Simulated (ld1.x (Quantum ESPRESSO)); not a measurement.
## Plane-wave convergence, ultrasoft potential for Mn

```
Element                 : manganese (Mn)
Generator               : ld1.x (Quantum ESPRESSO) 7.5
Type                    : ultrasoft
Functional              : PBEsol
Relativity              : scalar-relativistic
Frozen core             : [Ne] 3s2
Valence charge          : 13
Reference configuration : 3p6 3d6 4s1 4p0
Partial waves           : 4s (bound): rcut 2.25, rcutus 3.05 bohr; 4s channel at 4.2 Ry: rcut 2.25, rcutus 3.05 bohr; 3p (bound): rcut 1.25, rcutus 1.45 bohr; 4p (bound, empty): rcut 1.25, rcutus 1.45 bohr; 3d (bound): rcut 1.45, rcutus 1.95 bohr; 3d channel at 1.15 Ry: rcut 1.45, rcutus 1.95 bohr
Local potential         : all-electron potential smoothed inside 2.00 bohr (lloc = -1)
Core correction         : Bessel-smoothed model core inside 1.35 bohr
Augmentation charge     : PSQ, inside the norm-conserving radii
```

The pseudo-atom Hamiltonian at the reference potential is diagonalised in spherical Bessel functions j_l(qr) that vanish at 20 bohr, with q² up to the cutoff. All-electron valence levels (Ry): 4s -0.3043, 3p -3.7013, 4p -0.0652, 3d -0.2492.

**Question.** How do the lowest levels (Ry) of each channel move with the cutoff, and are there ghosts?

**Answer.**

```tsv
cutoff (Ry)	s #1	s #2	p #1	p #2	p #3	d #1	f #1	f #2	Σ f·Δε (mRy)
8	-0.3043	0.0083	-2.5279	-0.0260	0.0676	-0.0101	0.1084	0.2334	8475.2
12	-0.3043	0.0082	-3.2030	-0.0389	0.0610	-0.1631	0.1084	0.2334	3506.6
21	-0.3043	0.0082	-3.6277	-0.0502	0.0563	-0.2434	0.1084	0.2334	476.7
30	-0.3043	0.0082	-3.6929	-0.0552	0.0545	-0.2488	0.1084	0.2334	53.2
40	-0.3043	0.0082	-3.7004	-0.0596	0.0530	-0.2490	0.1084	0.2334	7.0
50	-0.3043	0.0082	-3.7006	-0.0638	0.0517	-0.2492	0.1084	0.2334	4.4
70	-0.3043	0.0082	-3.7012	-0.0650	0.0513	-0.2492	0.1084	0.2334	0.7
90	-0.3043	0.0082	-3.7013	-0.0651	0.0513	-0.2492	0.1084	0.2334	0.4
400	-0.3043	0.0082	-3.7013	-0.0651	0.0513	-0.2492	0.1084	0.2334	0.0
```

Result: no extra level below or beside the all-electron valence levels (s, p, d, f tested); 10 mRy is reached at 40 Ry and 1 mRy at 70 Ry.

1 of 7 tests not solved or not reliable.
